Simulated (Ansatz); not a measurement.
Geometry optimisation, Ansatz, RHF/def2-SVP.

Input:

```yaml
crystal:
  periodic: [false, false, false]
  atoms:
    - { symbol: Ge, position_ang: [-0.009291, -0.177416, -0.082357] }
    - { symbol: H, position_ang: [0.008275, -0.191948, 1.462636] }
    - { symbol: Ge, position_ang: [2.270916, -0.262789, -0.999919] }
    - { symbol: H, position_ang: [2.656759, -1.717444, -1.312706] }
    - { symbol: H, position_ang: [2.337425, 0.549808, -2.300253] }
    - { symbol: H, position_ang: [3.299613, 0.298856, -0.012004] }
    - { symbol: H, position_ang: [-0.757604, 1.079572, -0.538363] }
    - { symbol: H, position_ang: [-0.798829, -1.409496, -0.561] }
    - { symbol: S, position_ang: [1.229133, 2.562741, 1.634343] }
    - { symbol: H, position_ang: [2.458675, 2.251467, 2.062595] }
    - { symbol: H, position_ang: [0.652629, 1.429349, 2.142228] }
basis:
  gaussian: { orbitals: def2-SVP }
hamiltonian:
  xc: hf
relax:
  f_tol: 0.03
  max_steps: 50
```

Launched with:

```bash
$ ansatz run input.yaml --threads 2 --pin off --max-ram 3072MiB --backend cpu --events-out ev --progress --plain --runs-dir out
```

**Question.** Where does it end, and by what steps?

**Answer.** It converged. The force dipped under the threshold on the way, but the program's further checks kept it going. After 14 steps the energy has fallen by 0.266 eV; H11 moved furthest, 1.28 Å.

```csv
step,energy less start (eV),largest force component (eV/Å),accepted
0,0.0000,1.127,yes
1,-0.1644,0.405,yes
2,-0.1988,0.320,yes
3,-0.2358,0.233,yes
4,-0.2510,0.047,yes
5,-0.2568,0.120,yes
6,-0.2621,0.042,yes
7,-0.2650,0.028,yes
8,-0.2648,0.153,no
9,-0.2653,0.015,yes
10,-0.2642,0.218,no
11,-0.2655,0.013,yes
12,-0.2657,0.049,yes
13,-0.2657,0.043,yes
14,-0.2658,0.021,yes
```

```xyz
11
Properties=species:S:1:pos:R:3
Ge -0.066 -0.449 -0.258
H -0.065 -0.819 1.232
Ge 2.230 -0.389 -1.132
H 2.727 -1.821 -1.385
H 2.278 0.382 -2.459
H 3.182 0.284 -0.136
H -0.763 0.905 -0.437
H -0.875 -1.514 -1.017
S 1.473 2.910 1.843
H 2.568 2.413 2.422
H 0.658 2.512 2.823
```

Whether the end is a true minimum wasn't checked by a vibrational analysis.

Run time: 44 s on 2 threads of Arm Neoverse V1 (shared host), peak memory 0.33 GiB.
